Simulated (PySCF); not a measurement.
# Which determinant of InF⁺ lies lowest?

Unrestricted PBE0; basis In cc-pVTZ-PP with ECP28, F cc-pVTZ; scalar-relativistic core potentials; PySCF 2.14. Outer shells of the fragments: In+ 4d10 5s2; F 2s2 2p5.

Followed along the bond (rough minima from three points):

```
2Ms+1   unpaired  ⟨S²⟩ at the start  R at minimum (Å)  Te (eV)
    2        σ ↑               0.76              1.94     0.00
    4  σ ↑, π ↑↑               3.75  none in the scan   ≤ 6.21
```

Solutions found at the starting distance of 2.105 Å, counted from the lowest of them; the search is not exhaustive and high or unbound solutions are not listed, so other states can lie among these:

```
2Ms+1   unpaired   term  E (eV)  ⟨S²⟩  ⟨Lz²⟩  μ (D)
    2        σ ↑    ²Σ⁺    0.00  0.76   0.00  -3.78
    2        π ↑     ²Π    1.67  0.75   1.00   0.70
    2        π ↑  mixed    5.55  1.06   1.00  -3.27
    4  σ ↑, π ↑↑  mixed    6.26  3.75   2.01   0.50
    4  σ ↑, π ↑↑  mixed    6.36  3.75   2.01   0.56
    4  σ ↑↑, π ↑     ⁴Π    7.22  3.75   1.00   0.07
    4  σ ↑↑, π ↑     ⁴Π    7.75  3.75   1.00   1.04
    4      σ ↑↑↑    ⁴Σ⁺    8.63  3.75   0.00   0.69
```

A term symbol is given only where ⟨S²⟩ and ⟨Lz²⟩ are close to those of a pure state; real π, δ and φ orbitals otherwise mix terms. A positive dipole points towards F; it is taken about the centre of mass and depends on that origin.

Spin–orbit coupling is left out. Counting both spins, an empty level lies below a filled one in some of these solutions, because spin and occupation are held.
